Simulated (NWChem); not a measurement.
System: C₂H₆Sn; SMILES C=[CH][SnH3]

NWChem input:

```
start job
memory heap 200 mb stack 900 mb global 1100 mb
geometry units angstroms noautoz
  Sn     0.012139     0.580619     0.002017
  C     -0.554138    -1.481189     0.007062
  C      0.332368    -2.480379    -0.006139
  H     -0.625421     1.374247    -1.379585
  H     -0.583434     1.369651     1.404833
  H      1.725740     0.651854    -0.023635
  H     -1.623575    -1.726768     0.021190
  H      1.414534    -2.306264    -0.020535
  H      0.017975    -3.531454    -0.003214
end
basis spherical
  * library def2-svpd
end
ecp
  Sn library def2-ecp
end
dft
  xc pbe0
  iterations 150
end
tddft
  cis
  nroots 6
  notriplet
end
task tddft energy
```

NWChem printed, in part:

```
             Northwest Computational Chemistry Package (NWChem) 7.3.0
             --------------------------------------------------------

 CS  symmetry detected

                             Geometry "geometry" -> ""
                             -------------------------

 Output coordinates in angstroms (scale by  1.889725989 to convert to a.u.)

  No.       Tag          Charge          X              Y              Z
 ---- ---------------- ---------- -------------- -------------- --------------
    1 Sn                  50.0000     0.01865062     0.56452704     0.00000000
    2 C                    6.0000    -0.55008509    -1.49661027     0.00000000
    3 C                    6.0000     0.33533398    -2.49685068     0.00000000
    4 H                    1.0000    -0.59706495     1.35658927    -1.39236728
    5 H                    1.0000    -0.59706495     1.35658927     1.39236728
    6 H                    1.0000     1.73252488     0.63372846     0.00000000
    7 H                    1.0000    -1.61990555    -1.74092223     0.00000000
    8 H                    1.0000     1.41780122    -2.32401781     0.00000000
    9 H                    1.0000     0.01968517    -3.54755330     0.00000000

 Effective nuclear repulsion energy (a.u.)     231.4225613966

      Symmetry information
      --------------------

 Group name             Cs
 Group number              2
 Group order               2
 No. of unique centers     8

                                 NWChem DFT Module
                                 -----------------

 Summary of "ao basis" -> "ao basis" (spherical)
 ------------------------------------------------------------------------------
       Tag                 Description            Shells   Functions and Types
 ---------------- ------------------------------  ------  ---------------------
 Sn                        def2-svpd                12       32   5s4p3d
 C                         def2-svpd                 8       20   4s2p2d
 H                         def2-svpd                 4        8   2s2p

      Symmetry analysis of basis
      --------------------------

        a'         82
        a"         38

            General Information
            -------------------
          SCF calculation type: DFT
          Wavefunction type:  closed shell.
          No. of atoms     :     9
          No. of electrons :    40
           Alpha electrons :    20
            Beta electrons :    20
          Charge           :     0
          Spin multiplicity:     1
          Use of symmetry is: off; symmetry adaption is: on
          Maximum number of iterations: 150
          AO basis - number of functions:   120
                     number of shells:    52
          Convergence on energy requested:  1.00D-06
          Convergence on density requested:  1.00D-05
          Convergence on gradient requested:  5.00D-04

              XC Information
              --------------
                         PBE0 Method XC Functional
                     Hartree-Fock (Exact) Exchange  0.250
          PerdewBurkeErnzerhof Exchange Functional  0.750
            Perdew 1991 LDA Correlation Functional  1.000 local
           PerdewBurkeErnz. Correlation Functional  1.000 non-local

             Grid Information
             ----------------
          Grid used for XC integration:  medium
          Radial quadrature: Mura-Knowles
          Angular quadrature: Lebedev.
          Tag              B.-S. Rad. Rad. Pts. Rad. Cut. Ang. Pts.
          ---              ---------- --------- --------- ---------
          Sn                  1.45      123          11.0       590
          C                   0.70       49          12.0       434
          H                   0.35       45          13.0       434
          Grid pruning is: on
          Number of quadrature shells:   491
          Spatial weights used:  Erf1

      Superposition of Atomic Density Guess
      -------------------------------------

 Sum of atomic energies:        -327.33849539

      Non-variational initial energy
      ------------------------------

 Total energy =    -292.866222
 1-e energy   =    -721.120427
 2-e energy   =     306.660215
 HOMO         =      -0.327355
 LUMO         =      -0.011764

      Symmetry analysis of molecular orbitals - initial
      -------------------------------------------------

  Numbering of irreducible representations:

     1 a'          2 a"

  Orbital symmetries:

[...]

                                NWChem TDDFT Module
                                -------------------

            General Information
            -------------------
           No. of orbitals :     240
            Alpha orbitals :     120
             Beta orbitals :     120
        Alpha frozen cores :       0
         Beta frozen cores :       0
     Alpha frozen virtuals :       0
      Beta frozen virtuals :       0
         Spin multiplicity :       1
    Number of AO functions :     120
        Use of symmetry is : off
      Symmetry adaption is : on
         Schwarz screening :  0.10D-07

              XC Information
              --------------
                  PBE0 Method XC Functional
              Hartree-Fock (Exact) Exchange   0.25
   PerdewBurkeErnzerhof Exchange Functional   0.75
     Perdew 1991 LDA Correlation Functional   1.00 local
    PerdewBurkeErnz. Correlation Functional   1.00 non-local

             TDDFT Information
             -----------------
          Calculation type : Tamm-Dancoff TDDFT
         Wavefunction type : Restricted singlets
          No. of electrons :      40
           Alpha electrons :      20
            Beta electrons :      20
              No. of roots :       6
          Max subspacesize :    5200
            Max iterations :     100
               Target root :       1
           Target symmetry : none
      Symmetry restriction : off
                 Algorithm : Optimal
        Davidson threshold :  0.10D-03

    6 smallest eigenvalue differences (eV)
--------------------------------------------------------
  No. Spin  Occ  Vir  Irrep   E(Occ)    E(Vir)   E(Diff)
--------------------------------------------------------
    1    1   20   21 a'       -0.291    -0.014     7.543
    2    1   19   21 a"       -0.307    -0.014     7.983
    3    1   20   22 a"       -0.291     0.006     8.091
    4    1   20   23 a"       -0.291     0.017     8.388
    5    1   19   22 a'       -0.307     0.006     8.531
    6    1   18   21 a"       -0.331    -0.014     8.629
--------------------------------------------------------

  Entering Davidson iterations
  Restricted singlet excited states

  Iter   NTrls   NConv    DeltaV     DeltaE      Time
  ----  ------  ------  ---------  ---------  ---------
    1      6       0     0.22E+00   0.10+100       10.8
    2     12       0     0.25E-01   0.40E-01       10.8
    3     18       0     0.13E-01   0.14E-02       10.9
    4     24       0     0.31E-01   0.77E-02       10.8
    5     30       1     0.29E-01   0.58E-02       11.2
    6     35       3     0.11E-01   0.20E-02       10.0
    7     38       3     0.44E-02   0.35E-03        8.0
    8     41       4     0.15E-02   0.45E-04        7.9
    9     43       4     0.48E-03   0.62E-05        6.8
   10     45       4     0.23E-03   0.62E-06        6.8
   11     47       5     0.10E-03   0.15E-06        7.0
   12     48       6     0.45E-04   0.14E-07        5.7
  ----  ------  ------  ---------  ---------  ---------
  Convergence criterion met

  Ground state a'       -293.899441413522 a.u.

  ----------------------------------------------------------------------------
  Root   1 singlet a"             0.232517034 a.u.                6.3271 eV
  ----------------------------------------------------------------------------
     Transition Moments    X -0.00000   Y -0.00000   Z  0.16143
     Dipole Oscillator Strength                    0.0040397416
     Electric Quadrupole                           0.0000000526
     Magnetic Dipole                               0.0000016589
     Total Oscillator Strength                     0.0040414531

     Occ.   19  a'  ---  Virt.   21  a"      -0.97566
     Occ.   19  a'  ---  Virt.   25  a"       0.06913
     Occ.   20  a"  ---  Virt.   23  a'      -0.15375
  ----------------------------------------------------------------------------
  Root   2 singlet a"             0.258693827 a.u.                7.0394 eV
  ----------------------------------------------------------------------------
     Transition Moments    X  0.00000   Y -0.00000   Z  0.00307
     Dipole Oscillator Strength                    0.0000016304
     Electric Quadrupole                           0.0000004740
     Magnetic Dipole                               0.0000034046
     Total Oscillator Strength                     0.0000055091

     Occ.   18  a'  ---  Virt.   21  a"      -0.07140
     Occ.   19  a'  ---  Virt.   21  a"      -0.07352
     Occ.   20  a"  ---  Virt.   22  a'      -0.83635
     Occ.   20  a"  ---  Virt.   23  a'       0.51574
     Occ.   20  a"  ---  Virt.   24  a'       0.07873
     Occ.   20  a"  ---  Virt.   26  a'       0.08679
  ----------------------------------------------------------------------------
  Root   3 singlet a"             0.264386333 a.u.                7.1943 eV
  ----------------------------------------------------------------------------
     Transition Moments    X  0.00000   Y -0.00000   Z  0.33459
     Dipole Oscillator Strength                    0.0197321315
     Electric Quadrupole                           0.0000002056
     Magnetic Dipole                               0.0000002402
     Total Oscillator Strength                     0.0197325772

[...]
```

Level: PBE0/def2-SVPD with def2 effective core potentials on Sn, TDA. All runs use the structure optimised with PBE0/def2-SVP. Not confirmed as a minimum by frequencies. def2 effective core potentials on Sn; no spin-orbit coupling.
